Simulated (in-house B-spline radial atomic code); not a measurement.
**Solving the quasi-particle equation for 4s up of the selenium ion Se⁵⁺**

Configuration [Ar] 3d10 4s1, highest spin, start PBE; correlation leaves out the 4 deepest shells. Computed with an all-electron radial atomic-structure program (B-spline basis): all electrons, scalar-relativistic (spin-free one-electron X2C), finite nucleus, each spin shell either full or empty, empty states to l = 9 with an (l + 1/2)⁻⁴ tail; G0W0 by contour deformation at full frequency.

At the mean-field level ε = -76.365 eV the matrix elements are Σx = -22.164 eV, v_xc = -17.415 eV and Σc(ε) = -2.182 eV, and the slope of the correlation self-energy is dΣc/dω = -0.0346. The quasi-particle energy solves E = ε + Σx − v_xc + Σc(E).

What does the linearised equation give?

Z = 1/(1 − dΣc/dω) = 1/1.0346 = 0.9666. The first-order shift is Σx − v_xc + Σc(ε) = -22.164 − (-17.415) + (-2.182) = -6.931 eV, so E ≈ ε + Z × shift = -76.365 + 0.9666 × (-6.931) = -83.065 eV.

How does that compare with the full solution and with static screening?

Solving the equation at full frequency dependence gives E = -83.089 eV, where Σc = -1.975 eV and the weight is 0.973; the linearised value is off by 25 meV. Leaving Z out would give -83.296 eV. Static COHSEX puts -3.851 eV in place of Σc and gives -84.965 eV, 1.88 eV deeper. The tabulated removal energy is 81.83 ± 0.03 eV (NIST, measured); the run leaves out spin-orbit coupling, Breit and QED terms.
